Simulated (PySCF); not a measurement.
Species: C3H7N3Si.
Numbering: `[CH3:1][c:2]1[n:3][cH:4][n:5][n:6]1[SiH3:7]` (hydrogens: H8, H9, H10 on C1; H11 on C4; H12, H13, H14 on Si7)

Structure used (GFN2-xTB), in Å, numbered top down from 1:
```xyz
14
C3H7N3Si angstrom
C     -0.466    1.788   -0.033
C     -0.753    0.354    0.181
N     -1.897   -0.162    0.555
C     -1.646   -1.490    0.605
N     -0.422   -1.810    0.286
N      0.173   -0.625    0.007
Si     1.860   -0.589   -0.478
H     -0.146    1.961   -1.059
H     -1.367    2.361    0.166
H      0.329    2.118    0.634
H     -2.384   -2.213    0.882
H      2.275   -1.979   -0.450
H      1.894    0.021   -1.809
H      2.551    0.263    0.492
```

Computed at PBE0/pcSseg-1 (PySCF, non-relativistic), with Q(14N) = 0.02044 b: N3, 14N (I = 1): χzz = -4.379 MHz, η = 0.061; N5, 14N (I = 1): χzz = -5.160 MHz, η = 0.617; N6, 14N (I = 1): χzz = 2.715 MHz, η = 0.880.

Task: Find the zero-field quadrupole resonance frequencies of 14N at N3.

Result: From ν± = (3/4)|χ|(1 ± η/3) and ν0 = |χ|η/2: ν+ 3.352 MHz, ν− 3.217 MHz, ν0 0.134 MHz (pyridine-type nitrogen).

Task: Where would the pure quadrupole (NQR) lines of 14N at N5 fall for the rigid, isolated species?

Result: From ν± = (3/4)|χ|(1 ± η/3) and ν0 = |χ|η/2: ν+ 4.667 MHz, ν− 3.074 MHz, ν0 1.593 MHz (pyridine-type nitrogen).

Task: Where would the pure quadrupole (NQR) lines of 14N at N6 fall for the rigid, isolated species?

Result: From ν± = (3/4)|χ|(1 ± η/3) and ν0 = |χ|η/2: ν+ 2.634 MHz, ν− 1.439 MHz, ν0 1.195 MHz (pyrrole-type nitrogen).

In a crystal, neighbours and librations shift these lines. GFN2-xTB bond lengths can be off by several hundredths of an ångström, more for odd bonds, and the gradients follow them. With so small a basis the couplings can be 20 % off.

These values come from a run that also computed NMR shieldings. On an Arm Neoverse V1 with one thread, on a shared host, this took 29 s.
